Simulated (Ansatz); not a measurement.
The cluster Zn₆O₅. The state is a singlet with charge 0. Geometry r2SCAN-D4/def2-SVP.

```
atom   x (Å)   y (Å)   z (Å)
 Zn1  -1.565   1.779  -0.838
 Zn2  -0.510   2.138   1.871
 Zn3  -0.594  -0.706  -2.208
 Zn4   1.263  -1.784   0.165
 Zn5   1.241  -0.056   2.489
 Zn6   0.275  -2.880  -3.240
  O7   1.894  -1.543   1.794
  O8  -1.548   2.790   0.608
  O9   0.578  -1.952  -1.469
 O10  -1.580   0.771  -2.277
 O11   0.544   1.441   3.106
```

Another isomer (singlet) lies 0.54 eV lower at PBE0-D4/def2-TZVP; other spin states weren't run for this one.

(1) Estimate the orbital energies around the gap (eV) in Ansatz with PBE-D4/def2-SVP, PBE-D4/def2-TZVP, B97M-V/def2-TZVP, PBE0-D4/def2-SVP, PBE0-D4/def2-TZVP.

Results:

(1) 
| orbital | PBE-D4/def2-SVP | PBE-D4/def2-TZVP | B97M-V/def2-TZVP | PBE0-D4/def2-SVP | PBE0-D4/def2-TZVP |
| --- | --- | --- | --- | --- | --- |
| HOMO−5 | -6.56 | -7.19 | -7.42 | -8.09 | -8.59 |
| HOMO−4 | -6.45 | -7.08 | -7.37 | -8.05 | -8.59 |
| HOMO−3 | -6.23 | -6.89 | -7.13 | -7.70 | -8.27 |
| HOMO−2 | -5.86 | -6.52 | -6.83 | -7.52 | -8.06 |
| HOMO−1 | -5.60 | -6.28 | -6.59 | -7.24 | -7.80 |
| HOMO | -4.85 | -5.32 | -5.34 | -5.50 | -5.90 |
| LUMO | -2.86 | -3.26 | -3.29 | -2.17 | -2.52 |
| LUMO+1 | -2.02 | -2.60 | -2.56 | -1.21 | -1.80 |
| LUMO+2 | -1.58 | -2.03 | -1.95 | -0.72 | -1.13 |
| LUMO+3 | -1.00 | -1.78 | -1.72 | -0.15 | -0.92 |
| LUMO+4 | -0.33 | -1.47 | -1.52 | 0.57 | -0.78 |
| LUMO+5 | 0.17 | -1.30 | -1.24 | 1.04 | -0.47 |
